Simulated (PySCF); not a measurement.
Dipole response of C²⁺ (carbon, charge +2)

[He] 2s2, closed-shell 1S. Calculation: PySCF 2.14, in aug-cc-pwCVTZ (7s6p4d2f, 59 functions); no relativity, point nucleus. Coupled (time-dependent) response in atomic units; α is the mean over directions.

```tsv
method	mean α (bohr³)	C₆ (like pair)	S(−4)
UHF	4.499	7.088	23.09
PBE	4.216	6.489	20.03
PBE0	4.273	6.610	20.61
PBEsol	4.237	6.546	20.17
PW91	4.240	6.536	20.33
```

S(−4) is the Cauchy moment in α(ω) = α(0) + S(−4) ω² + …

α(iu) at PBE:

| u (hartree) | α(iu) (bohr³) |
| --- | --- |
| 0 | 4.216 |
| 0.0500 | 4.166 |
| 0.100 | 4.025 |
| 0.200 | 3.550 |
| 0.300 | 2.980 |
| 0.500 | 2.007 |
| 0.750 | 1.273 |
| 1.00 | 0.8731 |
| 1.50 | 0.4898 |
| 2.00 | 0.3176 |
| 3.00 | 0.1681 |
| 5.00 | 0.07331 |

For an ion, C₆ is the dispersion term alone; charge-induced terms of lower order in 1/R come first.
